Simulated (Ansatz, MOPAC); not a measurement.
Molecule: HSiO2, net charge 0, doublet state. SMILES: [O][Si]O
Geometry from a B3LYP-D3(BJ)/def2-TZVP (Ansatz, a first-principles code) optimisation:
```
Si
O 1 1.5275
O 1 1.6395 2 124.53
H 3 0.9641 1 118.29 2 -180.00
```
Charge 0, spin multiplicity 2.

Wanted: vertical electron affinity to the singlet, in eV. Set-up: non-relativistic; no dispersion term unless named; frozen cores in correlated levels; each state is the SCF solution reached for its charge and spin; 6-31G* and kin with 6d, 5d where marked; no spin-orbit coupling; UHF or UKS for open shells. Basis-set limits of correlation are two-point, X^-3; Hartree-Fock from the larger set. [CCSD(T)-MP2]/basis is that difference in the basis named. First-principles rows: single points at B3LYP-D3(BJ) geometries (Ansatz). Semi-empirical rows: differences of heats of formation at the shared geometry for vertical values. Sets without +, aug- or the D of def2-TZVPD hold no diffuse functions, which anions need.

```json
[
 {"species": "charge -1, singlet", "coefficient": "-1", "E at B3LYP/6-31G* (Ansatz), Eh": "-440.58959", "E at B3LYP/def2-TZVPD (Ansatz), Eh": "-440.73578", "heat of formation at PM3 (MOPAC), kcal/mol": "-130.15"},
 {"species": "charge 0, doublet", "coefficient": "+1", "E at B3LYP/6-31G* (Ansatz), Eh": "-440.53456", "E at B3LYP/def2-TZVPD (Ansatz), Eh": "-440.65604", "heat of formation at PM3 (MOPAC), kcal/mol": "-97.56"}
]
```

Coupled cluster (Ansatz) is a level with limits of its own, used here on species with T1 under 0.025 (0.045 for open shells) and stable references: RI-MP2/CBS(aug-cc-pV(T+d)Z,aug-cc-pV(Q+d)Z)+[CCSD(T)-MP2]/aug-cc-pV(T+d)Z. Value to compare with, RI-MP2/CBS(aug-cc-pV(T+d)Z,aug-cc-pV(Q+d)Z)+[CCSD(T)-MP2]/aug-cc-pV(T+d)Z (Ansatz): 2.26 eV. 1 Eh = 27.2114 eV and 1 eV = 23.0605 kcal/mol.

**Question.** Compute it at each level from the table, and compare with RI-MP2/CBS(aug-cc-pV(T+d)Z,aug-cc-pV(Q+d)Z)+[CCSD(T)-MP2]/aug-cc-pV(T+d)Z (Ansatz).

**Answer.** 
- B3LYP/6-31G*: the sum of coefficient times E is 0.05503 Eh, or 1.497 eV. Result: 1.50 eV. Its difference against RI-MP2/CBS(aug-cc-pV(T+d)Z,aug-cc-pV(Q+d)Z)+[CCSD(T)-MP2]/aug-cc-pV(T+d)Z (Ansatz) is -0.76 eV.
- B3LYP/def2-TZVPD: the sum of coefficient times E is 0.07974 Eh, or 2.170 eV. Result: 2.17 eV. Its difference against RI-MP2/CBS(aug-cc-pV(T+d)Z,aug-cc-pV(Q+d)Z)+[CCSD(T)-MP2]/aug-cc-pV(T+d)Z (Ansatz) is -0.09 eV.
- PM3: the sum of coefficient times heat of formation is 32.59 kcal/mol, or 1.41 eV. Its difference against RI-MP2/CBS(aug-cc-pV(T+d)Z,aug-cc-pV(Q+d)Z)+[CCSD(T)-MP2]/aug-cc-pV(T+d)Z (Ansatz) is -0.85 eV.
